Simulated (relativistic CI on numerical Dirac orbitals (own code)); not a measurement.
# Hyperfine structure of Hg39+, mass number 201

Calculated at this level of theory: Dirac-Coulomb-Breit CI, KLI orbitals optimised for each configuration, a model potential for QED, unscaled Slater integrals (own radial code, finite nucleus).

Configuration list (outside the closed core [Ar] 3d10): 4s²4p⁶4d⁵, 4s²4p⁶4d⁴4f, 4s²4p⁵4d⁶, 4s4p⁶4d⁵4f, 4p⁶4d⁷, 4p⁵4d⁸, 4s²4p⁶4d³5s², 4s²4p⁶4d²4f5s², 4s4p⁶4d³4f5s². Double excitations out of closed p, d and f shells are left out; levels of such configurations are missing from the list, as are those of other unlisted configurations, and high levels can miss mixing partners.

Nuclear spin I = 3/2, μ = -0.558 μN, Q = 0.387 b (tables of Stone and Pyykkö). The electronic factors are computed for point nuclear moments, without core polarisation or the Bohr-Weisskopf and QED corrections.

```csv
Level,E (cm⁻¹),A (MHz),B (MHz)
4s²4p⁶4d⁵ ²D3/2,326966,-12770,-11000
4s²4p⁶4d⁵ ⁴D7/2,412653,-4971,-672
4s²4p⁶4d⁵ ²I11/2,417195,-7273,231
4s²4p⁶4d⁵ ⁴G9/2,424177,-6286,-1340
```

Levels with J = 0, under 50 % of one LS term, or S terms without an open s electron are left out. Small factors come from cancelling terms and can be off by tens of per cent or more.

At this charge energies of transitions that change n are usually good to better than 1 %, and those within a shell (Δn = 0) to a few per cent. Terms inside the open d or f shell come out 10 to 20 % too wide with unscaled integrals.

(1) Give the hyperfine levels of 4s²4p⁶4d⁵ ²D3/2 relative to its centre of gravity.

Results:

(1) With K = F(F + 1) − I(I + 1) − J(J + 1), E = AK/2 + B[¾K(K + 1) − I(I + 1)J(J + 1)]/[2I(2I − 1)J(2J − 1)]: F = 0: 34110, F = 1: 32370, F = 2: 17850, F = 3: -31500 MHz.

LS names give the leading component of a level, which can be under half, so a name can repeat, a term be missing and a line seem to break the LS rules.
